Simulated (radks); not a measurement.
Values are calculated unless marked as measured or tabulated.
Q: The mean radii <r> (bohr) of the occupied orbitals of an atom or ion are listed with their occupations. Level of theory: non-relativistic Kohn-Sham, TPSS, spin-polarised, spherical densities, point nucleus; meta-GGA in the generalised Kohn-Sham scheme (a radial shooting solver on a logarithmic mesh with Libxc functionals).

orbital  occ.      <r>
1s up       1  0.02370
1s down     1  0.02370
2s up       1   0.1009
2s down     1   0.1009
2p up       3  0.08559
2p down     3  0.08558
3s up       1   0.2603
3s down     1   0.2601
3p up       3   0.2502
3p down     3   0.2500
3d up       5   0.2223
3d down     5   0.2220
4s up       1   0.5825
4s down     1   0.5828
4p up       3   0.5946
4p down     3   0.5950
4d up       5   0.6223
4d down     5   0.6230
5s up       1    1.238
5s down     1    1.248
4f up       5   0.6983
5p up       1    1.310

Name the element and its charge. Open shells, if any, are filled with parallel spins first.

A: Z = 64, gadolinium, charge +10: Gd10+ in [Kr] 4d10 4f5 5s2 5p1. The 1s radius gives Z: for a bare nucleus <r> = 1.5/Z, 0.02344 bohr for Z = 64, and screening makes it slightly larger (0.02370 here). The occupations add up to 54, and the charge is Z minus that.
